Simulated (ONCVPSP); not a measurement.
Scattering properties, ONCV potential for tellurium (Te)

- Element: Te
- Generator: ONCVPSP 4.0.1
- Type: optimised norm-conserving Vanderbilt (ONCV)
- Functional: PBE
- Relativity: scalar-relativistic
- Frozen core: [Kr]
- Valence charge: 16
- Reference configuration: 4d10 5s2 5p2.5 (charge +1.5)
- Partial waves: 5s: rc 1.85 bohr, ncon 4, nbas 8, qcut 3.2 1/bohr, 2 projectors, debl 0.6 Ha; 5p: rc 2.00 bohr, ncon 3, nbas 6, qcut 3.6 1/bohr, 3 projectors, debl 0.9 Ha; 4d: rc 0.85 bohr, ncon 4, nbas 9, qcut 11.5 1/bohr, 2 projectors, debl 3.1 Ha
- Local potential: polynomial inside 0.55 bohr (lpopt 5, dvloc0 4 Ha)
- Core correction: Teter function, fcfact 4.5, rcfact 1.75

In the s channel the program set the typed energies aside and used -1.028, 0.250 Ha.

The phase is arctan(r·R′/R) of the radial function R(r), unwrapped; energies in Ha, scanned from -4 to 5 Ha. A pole is an energy at which the radial function vanishes at the test radius. The pseudo phase is shifted by a multiple of π to meet the all-electron one at the reference energy, and phase errors are pseudo minus all-electron; the curves can meet again beyond the range given. Levels narrower than the energy grid can be missing from the lists of poles. n/a: not evaluated, since a narrow level or a reset projector energy made the automatic matching unsafe.

```csv
channel,radius (bohr),reference energy (Ha),"poles, all-electron","poles, pseudo",unbroken range about the reference energy with phases within 0.05 rad,phase error 1 Ha above the reference energy (rad)
s,1.87,-1.03,1.31,1.31,n/a,n/a
p,2.02,-0.66,1.56,"1.56, 4.11",below 3.4,+0.000
d,0.86,-2.05,none,none,the whole range,+0.000
```

Note: ghosts flagged at negative energy: s at -911.3 eV, s at -62.2 eV, p at -6333.3 eV, p at -285.1 eV; GHOST(+) flagged for p at 114.8 eV, p at 499.4 eV. A true bound ghost makes a file unfit for plane-wave use.

Phases in the p channel:

```csv
E (Ha),all-electron,pseudo
-3.98,1.325,1.314
-3.50,1.286,1.281
-3.02,1.238,1.235
-2.54,1.166,1.164
-2.06,1.042,1.041
-1.58,0.782,0.782
-1.10,0.125,0.125
-0.62,-0.778,-0.778
-0.14,-1.196,-1.196
0.34,-1.375,-1.375
0.82,-1.474,-1.474
1.30,-1.541,-1.541
1.78,-1.594,-1.594
2.26,-1.644,-1.645
2.74,-1.699,-1.703
3.22,-1.771,-1.796
3.70,-1.888,-2.357
4.18,-2.152,-4.759
4.66,-3.002,-4.952
```
